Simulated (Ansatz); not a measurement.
## One reagent, a row of partners

Four-centre ligand exchange: BH₃O₂ ([OH][BH][OH]) meets different reagents, and the same bond of it breaks. Each row is one chosen step, not always the lowest open to these reactants.

Gas-phase electronic energies, without zero-point energy, by CCSD(T) at an estimated basis limit (MP2 extrapolated from triple and quadruple zeta, plus CCSD(T) − MP2 in triple zeta); Ansatz 0.2.0, def2-TZVPP and QZVPP, frozen cores, on PBE0-D4/def2-TZVP structures. Extrapolation: Hartree–Fock as exp(−7.88 √X), correlation as X^−2.97. All energies, in kcal/mol, count from the separated reactants, without counterpoise correction; the start and end structures are the complexes reached by relaxing down from the saddle, and deeper ones may exist. Brackets give SMILES, or, where every atom is bracketed, only which atoms are joined. Steps whose reference was doubtful or whose search ended elsewhere are left out.

| reactants | products | broken | formed | start structure | saddle | end structure | saddle by PBE0-D4/TZ |
| --- | --- | --- | --- | --- | --- | --- | --- |
| BH₃O₂ ([OH][BH][OH]) + HF | BH₂O₂F ([OH][B]([OH])[F]) + H₂ | B–H, F–H | B–F, H–H | -7.97 | 31.15 | -27.88 | 25.09 |
| BH₃O₂ ([OH][BH][OH]) + NH₃ | BNH₄O₂ ([NH2][B]([OH])[OH]) + H₂ | B–H, H–N | B–N, H–H | -2.78 | ? | -16.06 | 30.98 |
| BH₃O₂ ([OH][BH][OH]) + HCl | BH₂ClO₂ ([OH][B]([OH])[Cl]) + H₂ | B–H, Cl–H | B–Cl, H–H | -4.81 | 32.87 | -14.99 | 26.24 |
| BH₃O₂ ([OH][BH][OH]) + H₂S | BH₃SO₂ ([OH][B]([OH])[SH]) + H₂ | B–H, H–S | B–S, H–H | -2.41 | 41.04 | -8.74 | 33.62 |

**Question.** What is the height of the saddle for BH₃O₂ ([OH][BH][OH]) + NH₃? (An estimate is asked for; the value comes from the calculation.)

**Answer.** By the calculation: 37.49 kcal/mol relative to the separated reactants, between the members at 32.87 and 41.04; above its start structure the barrier is 37.49 − (-2.78) ≈ 40.27 kcal/mol.

**Question.** How do the PBE0-D4 saddles lie against the coupled-cluster estimate?

**Answer.** All lower, by 6.06 to 7.42 kcal/mol.

T1 diagnostic: at most 0.014.

For scale, one of the runs: CCSD(T)/def2-TZVPP, 208 basis functions, launched by `ansatz run in.yaml --threads 4 --pin off --events-out ev --progress --plain --max-ram 9574MiB`. The run took 58 s on 4 CPU threads of an Arm Neoverse V1 (shared host), with 3.1 GiB of host memory at its peak.
